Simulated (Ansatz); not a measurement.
A set of 12 reactions (hydrolysis), with CCSD(T)/CBS values in kJ/mol:

```csv
reaction,ΔE
`C[CH2][Cd][NH2]` + H₂O → `C[CH2][Cd][OH]` + NH₃,-24.4
`[OH][Mo]([Cl])([Cl])([Cl])([Cl])[Cl]` + H₂O → `[OH][Mo]([OH])([Cl])([Cl])([Cl])[Cl]` + HCl,-2.1
`NC(N)=C[SiH3]` + H₂O → `NC(N)=CO` + SiH₄,114.9
`CC1=C(F)C1` + H₂O → `OC1=C(F)C1` + CH₄,59.9
`B[Si](C)(F)Cl` + H₂O → `B[Si](O)(F)Cl` + CH₄,-109.1
`[SiH3][GeH2][Cl]` + H₂O → `[OH][GeH2][SiH3]` + HCl,58.8
`BCC(C)N` + H₂O → `BCC(C)O` + NH₃,5.9
`[NH2][V](=[O])([OH])[Cl]` + H₂O → `[NH2][V](=[O])([OH])[OH]` + HCl,51.4
`C=C[CH2][InH][Cl]` + H₂O → `[OH][InH][Cl]` + `C=CC`,-41.3
`C=C([SiH3])[SiH2]O` + H₂O → `O[SiH2]O` + `C=C[SiH3]`,-100.2
`CO[SiH2][SiH2]Cl` + H₂O → `O[SiH2][SiH2]Cl` + CH₃OH,5.3
`BO[C](=O)[GeH3]` + H₂O → `O=[C](O)[GeH3]` + `BO`,-31.5
```

Gas-phase electronic energies from Ansatz, PBE0-D4/def2-TZVP geometries. CCSD(T)/CBS adds triple-zeta CCSD(T) − MP2 to the extrapolated MP2 energy (def2 sets, frozen cores). This one scheme is used for every species. Functionals use def2-TZVPP. B3LYP here is the variant with VWN-RPA as its local correlation; programs differ in this. Elements past krypton have def2 core potentials. For Cd, Ge, In, Mo, V outer-core shells are correlated without core-valence functions, which leaves a few kJ/mol of doubt a bond. Scalar relativity is left out up to krypton. One conformer a species, not always the lowest.

**Question.** Give the mean, mean absolute and largest difference (level minus CCSD(T)/CBS, kJ/mol) for: PBE-D4, r2SCAN-D4, PBE0-D4, B3LYP-D4, ωB97M-V, B2PLYP, PBE, PBE0, B3LYP, HF/def2-TZVPP, MP2/def2-TZVPP, SCS-MP2/def2-TZVPP, MP2/def2-QZVPP, MP2/CBS(def2). (Best estimate.)

**Answer.** Computed: 
```tsv
level	mean	mean absolute	largest
PBE-D4	-2.7	6.2	-17.1
r2SCAN-D4	-5.4	5.4	-15.1
PBE0-D4	-1.1	4.0	-11.8
B3LYP-D4	-4.8	5.1	-13.0
ωB97M-V	-5.2	5.2	-11.0
B2PLYP	-5.6	6.8	-10.8
PBE	-5.8	7.1	-18.9
PBE0	-3.9	4.5	-13.4
B3LYP	-9.7	9.7	-15.8
HF/def2-TZVPP	-12.1	12.2	-25.6
MP2/def2-TZVPP	3.5	5.3	23.1
SCS-MP2/def2-TZVPP	-1.5	4.4	14.5
MP2/def2-QZVPP	5.3	5.9	24.5
MP2/CBS(def2)	6.4	6.6	25.2
```

The largest T1 diagnostic in the set is 0.033, for `[NH2][V](=[O])([OH])[OH]` (customary mark 0.02).

CCSD(T)/CBS is a level of theory with its own doubt, and the functionals carry their triple-zeta basis error, so these figures describe this set and don't rank the functionals.
